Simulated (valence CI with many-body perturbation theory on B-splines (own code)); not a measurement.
Au64+: electric-dipole lines

Method: valence CI with perturbative core correlation (CI+MBPT): five valence electrons over a frozen Dirac-Fock core [Ne], a basis of 11 s, 11 p, 10 d, 8 f, 5 g, 2 h functions for each j, with the one-electron correlation potential Σ1 (screened to all orders), the two-electron term Σ2, the three-electron term Σ3, Breit, model QED; selected single and double excitations, second order for the rest, scaled by the run's own slope (own B-spline code, finite nucleus).

The last digits are not significant, and no measured levels were compared; by estimate large intervals hold to a few tenths of a per cent, small ones and those within an open d or f shell to about a per cent. Among the levels kept, up to 3200 cm⁻¹ of a level comes from second order outside the variational space, and about a tenth of that is noise between levels of different J, which matters for small intervals.

Lines 1 to 50 of 575 in falling wavelength, among levels below 125.07 Ry, chosen from the strongest by gf and those to the six lowest levels. Wavelengths and rates use the calculated energies. Electric multipoles are in the length gauge, E1 and E2 with the static RPA response of the core. Weak lines are less certain than strong ones. Lines between different terms over intervals too small for the method are left out, as are lines whose strength nearly cancels. The highest levels of a list are the least certain.

Levels are named by their leading jj configuration (3d3/2^4 stands for four electrons in 3d with j = 3/2), which in mixed levels can hold well under half, so a name can repeat and another be missing. Letters in brackets count levels of one name in rising energy.

| λ vac (Å) | Upper | Lower | A (s⁻¹) | S (a.u.) |
| --- | --- | --- | --- | --- |
| 86.89 | (3s 3p1/2 3p3/2 3d3/2^2) J=9/2 | (3s^2 3p3/2 3d3/2^2) J=7/2 | 7.80e+09 | 2.52e-02 |
| 84.36 | (3s 3p1/2^2 3d3/2^2) J=5/2 | (3s^2 3p1/2 3d3/2^2) J=3/2 | 8.18e+09 | 1.45e-02 |
| 78.07 | (3s 3p1/2^2 3p3/2 3d3/2) J=7/2 | (3s^2 3p1/2 3p3/2 3d3/2) J=5/2 [b] | 9.82e+09 | 1.85e-02 |
| 77.25 | (3s 3p1/2^2 3d3/2 3d5/2) J=9/2 | (3s^2 3p1/2 3d3/2 3d5/2) J=7/2 [b] | 1.53e+10 | 3.49e-02 |
| 73.92 | (3s 3p1/2 3p3/2^2 3d3/2) J=9/2 | (3s^2 3p3/2^2 3d3/2) J=7/2 | 1.41e+10 | 2.82e-02 |
| 73.08 | (3s 3p1/2 3p3/2 3d3/2^2) J=5/2 [c] | (3s^2 3p3/2 3d3/2^2) J=5/2 | 1.17e+10 | 1.35e-02 |
| 70.47 | (3s 3p1/2 3p3/2 3d3/2^2) J=7/2 [b] | (3s^2 3p3/2 3d3/2^2) J=7/2 | 1.68e+10 | 2.33e-02 |
| 69.42 | (3s 3p1/2^2 3p3/2 3d5/2) J=7/2 [a] | (3s^2 3p1/2 3p3/2 3d5/2) J=7/2 [b] | 8.74e+09 | 1.15e-02 |
| 69.22 | (3s 3p1/2^2 3p3/2 3d5/2) J=9/2 | (3s^2 3p1/2 3p3/2 3d5/2) J=9/2 | 1.36e+10 | 2.22e-02 |
| 68.57 | (3s 3p1/2^2 3p3/2 3d5/2) J=7/2 [a] | (3s^2 3p1/2 3p3/2 3d5/2) J=5/2 [b] | 1.30e+10 | 1.66e-02 |
| 68.35 | (3s 3p1/2^2 3p3/2^2) J=5/2 | (3s^2 3p1/2 3p3/2^2) J=5/2 | 1.22e+10 | 1.15e-02 |
| 66.89 | (3s 3p1/2 3p3/2^2 3d5/2) J=11/2 | (3s^2 3p3/2^2 3d5/2) J=9/2 | 2.52e+10 | 4.46e-02 |
| 65.66 | (3s 3p1/2^2 3d5/2^2) J=9/2 | (3s^2 3p1/2 3d5/2^2) J=9/2 | 2.17e+10 | 3.03e-02 |
| 65.44 | (3s 3p1/2 3p3/2^2 3d5/2) J=9/2 [b] | (3s^2 3p3/2^2 3d5/2) J=7/2 | 2.17e+10 | 3.00e-02 |
| 65.41 | (3s 3p1/2 3p3/2^2 3d5/2) J=7/2 [e] | (3s^2 3p3/2^2 3d5/2) J=5/2 [b] | 2.47e+10 | 2.73e-02 |
| 65.06 | (3s 3p1/2^2 3d3/2 3d5/2) J=7/2 [a] | (3s^2 3p1/2 3d3/2 3d5/2) J=5/2 [a] | 1.34e+10 | 1.46e-02 |
| 64.92 | (3s 3p1/2^2 3d5/2^2) J=9/2 | (3s^2 3p1/2 3d5/2^2) J=7/2 | 4.29e+10 | 5.79e-02 |
| 64.74 | (3s 3p1/2^2 3p3/2 3d3/2) J=7/2 | (3s^2 3p1/2 3p3/2 3d3/2) J=7/2 | 1.85e+10 | 1.98e-02 |
| 64.28 | (3s 3p1/2^2 3p3/2 3d3/2) J=5/2 [a] | (3s^2 3p1/2 3p3/2 3d3/2) J=5/2 [a] | 1.83e+10 | 1.44e-02 |
| 64.24 | (3s 3p1/2^2 3p3/2 3d5/2) J=9/2 | (3s^2 3p1/2 3p3/2 3d5/2) J=7/2 [a] | 3.20e+10 | 4.19e-02 |
| 64.21 | (3s 3p1/2 3p3/2^3) J=5/2 | (3s^2 3p3/2^3) J=3/2 | 2.06e+10 | 1.62e-02 |
| 64.07 | (3s 3p1/2^2 3d5/2^2) J=5/2 | (3s^2 3p1/2 3d5/2^2) J=5/2 | 2.93e+10 | 2.28e-02 |
| 64.02 | (3s 3p1/2^2 3p3/2 3d5/2) J=5/2 [a] | (3s^2 3p1/2 3p3/2 3d5/2) J=5/2 [a] | 2.00e+10 | 1.56e-02 |
| 63.90 | (3s 3p1/2^2 3p3/2^2) J=5/2 | (3s^2 3p1/2 3p3/2^2) J=3/2 | 1.94e+10 | 1.50e-02 |
| 63.84 | (3p1/2^2 3p3/2^2 3d3/2) J=7/2 | (3s 3p1/2 3p3/2^2 3d3/2) J=7/2 [c] | 2.20e+10 | 2.26e-02 |
| 63.70 | (3s 3p1/2^2 3d5/2^2) J=5/2 | (3s^2 3p1/2 3d5/2^2) J=3/2 | 3.59e+10 | 2.75e-02 |
| 63.57 | (3s 3p1/2^2 3d3/2 3d5/2) J=7/2 [a] | (3s^2 3p1/2 3d3/2 3d5/2) J=7/2 [a] | 2.61e+10 | 2.65e-02 |
| 63.49 | (3s 3p1/2^2 3d3/2 3d5/2) J=5/2 [a] | (3s^2 3p1/2 3d3/2 3d5/2) J=5/2 [a] | 1.81e+10 | 1.37e-02 |
| 63.08 | (3s 3p1/2^2 3d3/2^2) J=5/2 | (3s^2 3p1/2 3d3/2^2) J=5/2 | 2.50e+10 | 1.86e-02 |
| 62.82 | (3s 3p1/2^2 3p3/2 3d5/2) J=5/2 [a] | (3s^2 3p1/2 3p3/2 3d5/2) J=3/2 [a] | 2.86e+10 | 2.10e-02 |
| 62.33 | (3s 3p1/2^2 3d5/2^2) J=1/2 | (3s^2 3p1/2 3d5/2^2) J=1/2 | 6.72e+10 | 1.61e-02 |
| 62.33 | (3s 3p1/2^2 3p3/2 3d5/2) J=7/2 [b] | (3s^2 3p1/2 3p3/2 3d5/2) J=5/2 [b] | 1.22e+10 | 1.17e-02 |
| 62.30 | (3s 3p1/2^2 3p3/2^2) J=1/2 | (3s^2 3p1/2 3p3/2^2) J=1/2 | 4.17e+10 | 9.95e-03 |
| 62.09 | (3s 3p1/2 3p3/2^2 3d3/2) J=5/2 [c] | (3s^2 3p3/2^2 3d3/2) J=5/2 | 1.50e+10 | 1.06e-02 |
| 62.07 | (3s 3p1/2^2 3d3/2 3d5/2) J=5/2 [a] | (3s^2 3p1/2 3d3/2 3d5/2) J=7/2 [a] | 1.96e+10 | 1.39e-02 |
| 62.01 | (3s 3p1/2^2 3d3/2 3d5/2) J=9/2 | (3s^2 3p1/2 3d3/2 3d5/2) J=9/2 | 2.54e+10 | 2.99e-02 |
| 61.73 | (3s 3p1/2^2 3p3/2 3d5/2) J=3/2 [b] | (3s^2 3p1/2 3p3/2 3d5/2) J=1/2 | 2.64e+10 | 1.22e-02 |
| 61.14 | (3s 3p1/2 3p3/2^2 3d3/2) J=7/2 [c] | (3s^2 3p3/2^2 3d3/2) J=7/2 | 2.73e+10 | 2.46e-02 |
| 60.91 | (3s 3p1/2 3p3/2^2 3d5/2) J=7/2 [d] | (3s^2 3p3/2^2 3d5/2) J=5/2 [a] | 2.57e+10 | 2.29e-02 |
| 60.52 | (3s 3p1/2^2 3p3/2 3d5/2) J=3/2 [b] | (3s^2 3p1/2 3p3/2 3d5/2) J=3/2 [b] | 3.35e+10 | 1.46e-02 |
| 60.27 | (3s 3p1/2^2 3p3/2 3d5/2) J=3/2 [a] | (3s^2 3p1/2 3p3/2 3d5/2) J=5/2 [a] | 3.34e+10 | 1.44e-02 |
| 60.25 | (3s 3p1/2^2 3d3/2 3d5/2) J=5/2 [b] | (3s^2 3p1/2 3d3/2 3d5/2) J=3/2 [a] | 1.56e+10 | 1.01e-02 |
| 60.03 | (3s 3p1/2^2 3d5/2^2) J=3/2 | (3s^2 3p1/2 3d5/2^2) J=5/2 | 5.33e+10 | 2.28e-02 |
| 59.66 | (3s 3p1/2 3p3/2^2 3d5/2) J=3/2 [c] | (3s^2 3p3/2^2 3d5/2) J=5/2 [a] | 2.38e+10 | 9.98e-03 |
| 59.18 | (3s 3p1/2^2 3d3/2 3d5/2) J=7/2 [b] | (3s^2 3p1/2 3d3/2 3d5/2) J=9/2 | 4.37e+10 | 3.58e-02 |
| 59.08 | (3s 3p1/2^2 3d5/2^2) J=7/2 | (3s^2 3p1/2 3d5/2^2) J=9/2 | 5.10e+10 | 4.16e-02 |
| 59.06 | (3s 3p1/2^2 3d3/2 3d5/2) J=7/2 [a] | (3s 3p1/2^2 3p3/2 3d5/2) J=5/2 [b] | 1.19e+10 | 9.70e-03 |
| 59.04 | (3p1/2^2 3p3/2^2 3d3/2) J=3/2 | (3s 3p1/2 3p3/2^2 3d3/2) J=5/2 [d] | 2.42e+10 | 9.82e-03 |
| 59.01 | (3s 3p1/2 3p3/2^2 3d5/2) J=3/2 [d] | (3s^2 3p3/2^2 3d5/2) J=3/2 | 2.48e+10 | 1.00e-02 |
| 58.63 | (3s 3p1/2 3p3/2^2 3d5/2) J=5/2 [f] | (3s^2 3p3/2^2 3d5/2) J=5/2 [b] | 2.60e+10 | 1.55e-02 |
